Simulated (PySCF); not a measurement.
# Working with the constants of CoBr

UHF-SCS-MP2 constants of CoBr, triplet, unpaired electrons π ↑, δ ↑ (PySCF, no relativity, basis sets Co def2-TZVPPD, Br def2-TZVPPD; masses 58.9332 and 78.9183 u):

* ωe: 298.4 cm⁻¹
* ωexe: 0.814 cm⁻¹
* Be: 0.098846 cm⁻¹
* αe: 0.000433 cm⁻¹

(1) What force constant and bond length do these constants imply?

(2) Estimate the centrifugal constant D from the Kratzer relation and find the Dunham coefficient a1.

Correlated steps freeze 14 core orbitals. Spin–orbit coupling is left out. The state is the lowest single determinant that the PBE0 search found; with open d or f shells the true ground state can be another one.

## Answers

(1) Reduced mass μred = 33.739 u; k = 5.8918×10⁻⁷·μred·ωe² (u, cm⁻¹, mdyn/Å) = 1.77 mdyn/Å; Re = √(16.8576/(μred·Be)) (u, cm⁻¹, Å) = 2.248 Å.

(2) D = 4Be³/ωe² = 4.34e-08 cm⁻¹; a1 = −1 − αeωe/(6Be²) = -3.20.
